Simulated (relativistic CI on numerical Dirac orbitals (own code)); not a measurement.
## Crystal-field levels of Sm²⁺, 4f6

Calculated by Dirac-Coulomb-Breit CI, separate exchange-only KLI orbitals for each configuration, model QED (radiative potential, 1s self-energy scaled to tabulated hydrogen-like ionisation energies), valence Slater integrals scaled by 0.8, one configuration in a parametric crystal field (own radial code).

Field parameters in Wybourne normalisation; cubic f-shell fields have B⁴₄ = √(5/14) B⁴₀ and B⁶₄ = −√(7/2) B⁶₀. The field is a parameter set, without covalency.

S and J are read from ⟨S²⟩ = S(S + 1) and ⟨J²⟩ = J(J + 1) of each level; they are not fictitious spins.

Oh, B40 = 530, B60 = 260 cm⁻¹, the lowest 10 levels:

| E (cm⁻¹) | Degeneracy | Irrep | S | J |
| --- | --- | --- | --- | --- |
| 0.0 | 1 | A1 | 2.94 | 0.06 |
| 302 | 3 | T1 | 2.95 | 1.03 |
| 787 | 2 | E | 2.97 | 2.02 |
| 866 | 3 | T2 | 2.97 | 2.02 |
| 1508 | 3 | T2 | 2.98 | 3.00 |
| 1518 | 1 | A2 | 2.98 | 3.01 |
| 1553 | 3 | T1 | 2.98 | 3.01 |
| 2238 | 3 | T2 | 2.98 | 4.00 |
| 2294 | 1 | A1 | 2.98 | 4.00 |
| 2350 | 3 | T1 | 2.98 | 4.01 |

C2v, B20 = -400, B22 = 10, B40 = 590, B42 = 250, B44 = 70, B60 = -210, B62 = -220, B64 = -220, B66 = 40 cm⁻¹, the lowest 16 levels:

```tsv
E (cm⁻¹)	Degeneracy	S	J
0.0	1	2.94	0.12
225	1	2.95	1.05
348	1	2.95	1.04
352	1	2.95	1.02
760	1	2.97	1.99
825	1	2.97	2.04
870	1	2.97	2.03
881	1	2.97	2.02
889	1	2.97	2.01
1498	1	2.98	3.02
1518	1	2.98	3.01
1532	1	2.98	3.00
1537	1	2.98	3.01
1547	1	2.98	2.99
1572	1	2.98	3.01
1578	1	2.98	3.01
```

The next free-ion level lies 304 cm⁻¹ above the lowest; the ground level cannot split, and the field only mixes in higher J.

Levels of this model without a field, named by their leading LS term (the scale mimics covalency, so terms lie below those of the real free ion): 7F_0 0, 7F_1 304, 7F_2 838, 7F_3 1527, 7F_4 2315, 7F_5 3164, 7F_6 4043, 5D_0 13404 cm⁻¹.
